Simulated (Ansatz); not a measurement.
C₄H₃F₃ (`F/C=C/C(F)=C\F`), relaxed with RKS PBE0-D4/def2-TZVP in the Gaussian-basis code of Ansatz from a PBE-D4/def2-SVP geometry. The force threshold is 0.005 eV/Å; the program also tests the step.

The species carries charge 0 and has multiplicity 1.

Start:

```xyz
10

F     1.596    2.044    1.494
C     0.545    1.532    0.843
C     0.561    0.276    0.350
C    -0.556   -0.304   -0.359
F    -1.651    0.477   -0.515
C    -0.607   -1.555   -0.879
F     0.438   -2.390   -0.765
H    -0.303    2.232    0.762
H     1.457   -0.350    0.482
H    -1.479   -1.961   -1.414
```

Task: How much energy does the relaxation release, and in how many steps? (Best estimate.)

Result: Computed: 1.46 kcal/mol, in 5 steps.

Task: Which bonds change most? (An estimate is asked.)

Result: The calculation gave: C4–C6 from 1.356 to 1.330 Å; C2–C3 from 1.350 to 1.327 Å; C2–H8 from 1.102 to 1.083 Å; C6–H10 from 1.100 to 1.081 Å.

Task: Give the relaxed structure. (Best estimate.)

Result: Computed: 
```xyz
10

F     1.574    2.024    1.479
C     0.533    1.511    0.830
C     0.563    0.274    0.349
C    -0.546   -0.307   -0.356
F    -1.629    0.473   -0.507
C    -0.607   -1.533   -0.870
F     0.428   -2.368   -0.761
H    -0.299    2.199    0.749
H     1.446   -0.339    0.481
H    -1.463   -1.934   -1.395
```
